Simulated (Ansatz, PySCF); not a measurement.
Process, species as SMILES: C1CC1 -> [CH]1CC1 + H atom (the C-H bond at the site shown breaks; other sites are not compared here)
Structures are relaxed separately at B3LYP-D3(BJ)/def2-TZVP in Ansatz (a program for electronic structure).

Property: bond dissociation energy (electronic energy difference), in kJ/mol. Cores are frozen in the correlated levels unless marked. UHF or UKS for open shells. No spin-orbit coupling. Non-relativistic. CBS marks a two-point X^-3 extrapolation of the correlation energy; Hartree-Fock from the larger set. The bracket is a focal-point correction in the basis named.

RI-MP2/CBS(cc-pVTZ,cc-pVQZ)+[CCSD(T)-MP2]/cc-pVTZ (Ansatz) gives 489.0 kJ/mol.

Question: Another calculation gave 481.6 kJ/mol. Which level was it?
(A) SVWN5/def2-TZVPD (Ansatz)
(B) wB97X-V/def2-TZVPD (Ansatz)
(C) HF/def2-TZVPD (PySCF)
(D) r2SCAN0/def2-TZVPD (Ansatz)

Answer: B, wB97X-V/def2-TZVPD (Ansatz). The others give 513.1 (SVWN5), 461.5 (r2SCAN0), 378.7 (HF) kJ/mol.
